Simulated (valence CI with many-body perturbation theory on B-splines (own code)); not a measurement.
## Rh XL: E2, E3, M1, M2 decay

Method: configuration interaction combined with many-body perturbation theory (CI+MBPT): four valence electrons over a frozen Dirac-Fock core [He], a basis of 11 s, 11 p, 10 d, 8 f, 5 g, 2 h functions for each j, with the one-electron correlation potential Σ1 (screened to all orders), the two-electron term Σ2, the three-electron term Σ3, Breit, model QED; selected single and double excitations, second order for the rest, scaled by the run's own slope (own B-spline code, finite nucleus).

The last digits are not significant, and no measured levels were compared; by estimate large intervals hold to a few tenths of a per cent, small ones and those within an open d or f shell to about a per cent. Among the levels kept, up to 980 cm⁻¹ of a level comes from second order outside the variational space, and about a tenth of that is noise between levels of different J, which matters for small intervals.

Lines 1 to 50 of 68 in falling wavelength, among levels below 4088.1 eV, chosen from the decays that carry over 1 % of a level's rate. Wavelengths and rates use the calculated energies. Electric multipoles are in the length gauge, E1 and E2 with the static RPA response of the core. Weak lines are less certain than strong ones. Lines between different terms over intervals too small for the method are left out, as are lines whose strength nearly cancels.

Levels are named by their leading jj configuration (3d3/2^4 stands for four electrons in 3d with j = 3/2), which in mixed levels can hold well under half, so a name can repeat and another be missing. Letters in brackets count levels of one name in rising energy.

```tsv
λ vac (nm)	Upper	Lower	Type	A (s⁻¹)	Branch %
93.25	(2s^2 2p1/2 2p3/2) J=2	(2s^2 2p1/2 2p3/2) J=1	M1	6.86e+03	34.4
8.658	(2s^2 2p1/2 2p3/2) J=1	(2s^2 2p1/2^2) J=0	M1	2.02e+07	100.0
8.119	(2s^2 2p3/2^2) J=2	(2s^2 2p1/2 2p3/2) J=2	M1	1.81e+07	46.9
7.922	(2s^2 2p1/2 2p3/2) J=2	(2s^2 2p1/2^2) J=0	E2	1.31e+04	65.6
7.468	(2s^2 2p3/2^2) J=2	(2s^2 2p1/2 2p3/2) J=1	M1	1.90e+07	49.2
6.269	(2s^2 2p3/2^2) J=0	(2s^2 2p1/2 2p3/2) J=1	M1	5.71e+07	99.8
0.4101	(2s^2 2p3/2 3d5/2) J=4	(2s 2p3/2^3) J=2	E2	4.07e+08	4.5
0.3936	(2s^2 2p3/2 3d5/2) J=4	(2s 2p1/2 2p3/2^2) J=2 [b]	E2	2.58e+08	2.8
0.3876	(2s^2 2p3/2 3d5/2) J=4	(2s 2p1/2 2p3/2^2) J=3	E2	5.24e+08	5.8
0.3864	(2s 2p1/2 2p3/2 3p3/2) J=4	(2s 2p1/2 2p3/2^2) J=2 [b]	E2	2.13e+09	1.6
0.3859	(2s^2 2p3/2 3p1/2) J=2	(2s^2 2p3/2^2) J=0	E2	2.08e+10	2.3
0.3844	(2s^2 2p1/2 3p1/2) J=1	(2s^2 2p1/2 2p3/2) J=2	E2	6.57e+10	20.3
0.3843	(2s^2 2p3/2 3d5/2) J=4	(2s 2p1/2 2p3/2^2) J=2 [a]	E2	1.27e+08	1.4
0.3841	(2s 2p1/2^2 3p1/2) J=0	(2s 2p1/2^2 2p3/2) J=2	E2	1.20e+11	4.5
0.3832	(2s 2p3/2^2 3p3/2) J=4	(2s 2p3/2^3) J=2	E2	1.65e+10	9.7
0.3828	(2s^2 2p1/2 3p1/2) J=1	(2s^2 2p1/2 2p3/2) J=1	E2	6.34e+10	19.6
0.3824	(2s^2 2p3/2 3p1/2) J=1	(2s^2 2p3/2^2) J=2	E2	7.15e+10	5.2
0.3821	(2s^2 2p3/2 3p1/2) J=2	(2s^2 2p3/2^2) J=2	E2	8.75e+10	9.9
0.3817	(2s^2 2p1/2 3p1/2) J=0	(2s^2 2p1/2 2p3/2) J=2	E2	1.18e+11	9.0
0.3806	(2s 2p1/2 2p3/2 3p3/2) J=4	(2s 2p1/2 2p3/2^2) J=3	E2	2.98e+10	22.9
0.3804	(2s 2p3/2^2 3p1/2) J=0	(2s 2p3/2^3) J=2	E2	8.15e+10	21.5
0.3799	(2s 2p1/2 2p3/2 3p3/2) J=0 [b]	(2s 2p1/2 2p3/2^2) J=2 [b]	E2	5.31e+10	3.8
0.3782	(2s^2 2p3/2 3p3/2) J=3	(2s^2 2p3/2^2) J=2	E2	4.15e+10	3.5
0.3781	(2s^2 2p3/2 3p3/2) J=1	(2s^2 2p3/2^2) J=2	E2	4.96e+10	4.1
0.3780	(2s 2p1/2^2 3p3/2) J=2	(2s 2p1/2^2 2p3/2) J=2	E2	4.40e+10	1.3
0.3779	(2s^2 2p1/2 3p3/2) J=2	(2s^2 2p1/2 2p3/2) J=2	E2	4.32e+10	8.2
0.3774	(2s 2p1/2 2p3/2 3p3/2) J=4	(2s 2p1/2 2p3/2^2) J=2 [a]	E2	1.49e+09	1.1
0.3769	(2s^2 2p1/2 3p3/2) J=1	(2s^2 2p1/2 2p3/2) J=1	E2	3.12e+10	1.0
0.3764	(2s^2 2p1/2 3p3/2) J=2	(2s^2 2p1/2 2p3/2) J=1	E2	1.98e+10	3.8
0.3763	(2s 2p3/2^2 3p3/2) J=0	(2s 2p3/2^3) J=2	E2	2.95e+10	1.8
0.3745	(2s^2 2p3/2 3p3/2) J=0	(2s^2 2p3/2^2) J=2	E2	1.37e+11	4.1
0.3742	(2s 2p1/2 2p3/2 3d5/2) J=5	(2s 2p1/2 2p3/2^2) J=3	M2	1.31e+09	19.6
0.3714	(2s^2 2p3/2 3d5/2) J=4	(2s^2 2p3/2^2) J=2	M2	1.22e+09	13.4
0.3712	(2s 2p1/2 2p3/2 3p3/2) J=0 [b]	(2s 2p1/2 2p3/2^2) J=2 [a]	E2	2.45e+10	1.8
0.3686	(2s^2 2p3/2 3d5/2) J=4	(2s 2p1/2^2 2p3/2) J=2	E2	8.89e+08	9.8
0.3634	(2s 2p3/2^2 3p3/2) J=4	(2s 2p1/2 2p3/2^2) J=3	E2	3.84e+10	22.6
0.3623	(2s 2p3/2^2 3p3/2) J=0	(2s 2p1/2 2p3/2^2) J=2 [b]	E2	6.38e+10	3.9
0.3623	(2s 2p1/2 2p3/2 3p3/2) J=4	(2s 2p1/2^2 2p3/2) J=2	E2	7.16e+10	55.0
0.3617	(2s 2p3/2^2 3p3/2) J=2 [c]	(2s 2p1/2 2p3/2^2) J=1 [b]	E2	3.09e+10	1.4
0.3614	(2s^2 2p3/2 3p3/2) J=3	(2s^2 2p1/2 2p3/2) J=2	E2	3.07e+10	2.6
0.3613	(2s 2p1/2 2p3/2 3p3/2) J=1 [d]	(2s 2p1/2^2 2p3/2) J=1	E2	5.43e+10	1.4
0.3613	(2s^2 2p3/2 3p3/2) J=1	(2s^2 2p1/2 2p3/2) J=2	E2	4.76e+10	3.9
0.3611	(2s 2p3/2^2 3p3/2) J=2 [c]	(2s 2p1/2 2p3/2^2) J=2 [b]	E2	2.65e+10	1.2
0.3607	(2s^2 2p1/2 3p3/2) J=2	(2s^2 2p1/2^2) J=0	E2	5.69e+10	10.8
0.3605	(2s 2p3/2^2 3p3/2) J=4	(2s 2p1/2 2p3/2^2) J=2 [a]	E2	5.22e+10	30.8
0.3600	(2s^2 2p3/2 3p3/2) J=3	(2s^2 2p1/2 2p3/2) J=1	E2	3.83e+10	3.2
0.3580	(2s^2 2p3/2 3p3/2) J=0	(2s^2 2p1/2 2p3/2) J=2	E2	6.83e+10	2.1
0.3565	(2s 2p1/2 2p3/2 3d5/2) J=5	(2s 2p1/2^2 2p3/2) J=2	E3	1.45e+08	2.2
0.3551	(2s^2 2p3/2 3d5/2) J=4	(2s^2 2p1/2 2p3/2) J=2	M2	3.68e+08	4.1
0.3538	(2s^2 2p3/2 3d5/2) J=4	(2s^2 2p1/2 2p3/2) J=1	E3	9.12e+07	1.0
```
